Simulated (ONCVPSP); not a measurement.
Fe (Z = 26): variants of one ONCV potential

Base potential:

```json
{"Element": "Fe", "Generator": "ONCVPSP 4.0.1", "Type": "optimised norm-conserving Vanderbilt (ONCV)", "Functional": "LDA (Perdew-Wang 92)", "Relativity": "scalar-relativistic", "Frozen core": "[Ne]", "Valence charge": "16", "Reference configuration": "3s2 3p6 3d6 4s2", "Partial waves": "3s+4s: rc 1.35 bohr, ncon 4, nbas 9, qcut 10.3 1/bohr, 2 projectors; 3p: rc 1.00 bohr, ncon 3, nbas 6, qcut 17.5 1/bohr, 2 projectors, debl 1.4 Ha; 3d: rc 1.90 bohr, ncon 4, nbas 8, qcut 7.2 1/bohr, 2 projectors, debl 3.5 Ha", "Local potential": "polynomial inside 0.70 bohr (lpopt 5, dvloc0 0 Ha)", "Core correction": "Teter function, fcfact 6, rcfact 1.3"}
```

In the p channel the program set the typed energies aside and used -2.202, 0.250 Ha.

All-electron outer shells of the reference configuration (LDA (PZ), scalar-relativistic, ld1.x):

| shell | level (eV) | outermost node (bohr) | outermost maximum (bohr) |
| --- | --- | --- | --- |
| 2p | -698.00 | – | 0.18 |
| 3s | -93.51 | 0.33 | 0.70 |
| 3p | -59.93 | 0.30 | 0.72 |
| 3d | -7.75 | – | 0.71 |
| 4s | -5.49 | 1.01 | 2.38 |

Cutoffs, loose and tight: the cutoffs (Ha) at which the residual kinetic energy of the hardest occupied pseudo-wave falls to 1 and 0.1 mHa per electron. They do not see the model core or the augmentation charge, which bear on the density cutoff. Test errors are all-electron minus pseudo excitation energies from the reference, over the configurations 3s2 3p6 3d6 4s1; 3s2 3p6 3d6 4s0; 3s2 3p6 3d5 4s0; 3s1 3p6 3d6 4s2. A dash means not determined; rows that change the core or the reference have their own tests.

```tsv
change	outcome	cutoff, loose	cutoff, tight	bound ghosts	GHOST(+) flags above zero	largest test error (meV)
base	generated, projector energies reset by the program	68 Ha	86 Ha	none	s	-675
local potential polynomial inside 0.70 bohr (lpopt 5, dvloc0 5 Ha)	generated, projector energies reset by the program	68 Ha	86 Ha	none	none	-678
local potential polynomial inside 0.95 bohr (lpopt 4, dvloc0 0 Ha)	generated, projector energies reset by the program	68 Ha	86 Ha	none	none	-678
p: debl 5.3	generated	68 Ha	86 Ha	none	s	-675
core [Ar], valence charge 8; reference 3d6 4s2; waves now 4s: rc 2.25 bohr, ncon 4, nbas 8, qcut 3.8 1/bohr, 2 projectors, debl 3 Ha; p scattering state at 0.12 Ha: rc 1.45 bohr, ncon 4, nbas 7, qcut 5.6 1/bohr, local; 3d: rc 1.45 bohr, ncon 4, nbas 8, qcut 10.9 1/bohr, 2 projectors, debl 0.6 Ha; local potential the p channel	failed: ERROR pspot: first pseudo wave function has node, program will stop	–	–	–	–	–
```

Task: What comes out with this change to the base: p: rc 1.22?

Result: outcome: generated, projector energies reset by the program; cutoff, loose: 33 Ha; cutoff, tight: 46 Ha; bound ghosts: none; GHOST(+) flags above zero: s; largest test error (meV): -669.

Task: What comes out with this change to the base: all radii but the core radius scaled by about 1.05 (s 1.42, p 1.06, d 2.00 bohr); local potential polynomial inside 0.74 bohr (lpopt 5, dvloc0 0 Ha)?

Result: outcome: generated, projector energies reset by the program; cutoff, loose: 61 Ha; cutoff, tight: 78 Ha; bound ghosts: none; GHOST(+) flags above zero: s; largest test error (meV): -770.
